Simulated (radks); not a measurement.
The numbers below are computed, except where a source is named.
All-electron atom: Pt in [Xe] 4f14 5d9 6s1.

Code: a radial shooting solver on a logarithmic mesh with Libxc functionals. Model: scalar-relativistic Kohn-Sham, r2SCAN, spin-polarised, spherical densities, finite nucleus; open shells are filled with parallel spins first (spin-orbit coupling, left out, can overturn this in heavy ions); meta-GGA in the generalised Kohn-Sham scheme; Fermi nuclear charge, rms radius 5.427 fm.

Energy parts (eV):
part                       energy
total                  -501010.00
kinetic                 558519.78
electron-nucleus      -1244833.37
Hartree                 194957.68
exchange-correlation     -9654.09

Orbitals (lengths in bohr, moments of r in powers of bohr; r(90%) holds 90 % of the orbital's charge):
| orbital | occ. | eigenvalue (eV) | <r^4> | r(90%) |
|---|---|---|---|---|
| 1s up | 1 | -78496.59 | 4.525e-07 | 0.0313 |
| 1s down | 1 | -78496.58 | 4.525e-07 | 0.0313 |
| 2s up | 1 | -13817.85 | 0.00006663 | 0.112 |
| 2s down | 1 | -13817.77 | 0.00006663 | 0.112 |
| 2p up | 3 | -11974.43 | 0.00005373 | 0.106 |
| 2p down | 3 | -11974.36 | 0.00005373 | 0.106 |
| 3s up | 1 | -3256.423 | 0.002409 | 0.274 |
| 3s down | 1 | -3256.404 | 0.002409 | 0.274 |
| 3p up | 3 | -2717.149 | 0.002639 | 0.281 |
| 3p down | 3 | -2717.122 | 0.002639 | 0.281 |
| 3d up | 5 | -2130.732 | 0.002037 | 0.264 |
| 3d down | 5 | -2130.673 | 0.002037 | 0.264 |
| 4s up | 1 | -705.9979 | 0.05453 | 0.595 |
| 4s down | 1 | -705.9052 | 0.05453 | 0.595 |
| 4p up | 3 | -528.3720 | 0.07275 | 0.640 |
| 4p down | 3 | -528.2862 | 0.07273 | 0.640 |
| 4d up | 5 | -311.3990 | 0.1022 | 0.698 |
| 4d down | 5 | -311.2961 | 0.1021 | 0.698 |
| 4f up | 7 | -70.7979 | 0.2236 | 0.833 |
| 4f down | 7 | -70.6547 | 0.2218 | 0.832 |
| 5s up | 1 | -104.0283 | 1.551 | 1.37 |
| 5s down | 1 | -103.4910 | 1.535 | 1.37 |
| 5p up | 3 | -57.7711 | 2.994 | 1.62 |
| 5p down | 3 | -57.0841 | 2.921 | 1.61 |
| 5d up | 5 | -6.7469 | 25.87 | 2.71 |
| 5d down | 4 | -5.6041 | 25.39 | 2.68 |
| 6s up | 1 | -6.4056 | 143.3 | 4.27 |
| 6s down | 0 | -4.6527 | 184.1 | 4.53 |

The highest occupied level is 5d down at -5.604 eV. Summed over all electrons, <r^2> = 60.46 bohr^2, which gives a Langevin (diamagnetic) susceptibility term of -47.9 x 10^-6 cm^3/mol. Spin moment in Bohr magnetons: 2. The density falls to 0.001 e/bohr^3 at r = 4.32 bohr. The spin density at the nucleus is 120.3 e/bohr^3 (1s 0.6, 2s -0.6, 3s 0.4, 4s 1.4, 5s -5.0, 6s 123.5). For comparison, the ionisation energy in NIST's Atomic Spectra Database is 8.959 eV (measured). In exact Kohn-Sham theory the highest level is minus the ionisation energy, but local and semilocal functionals leave it too shallow, through self-interaction and a potential that decays too fast; potentials with the right tail come closer.
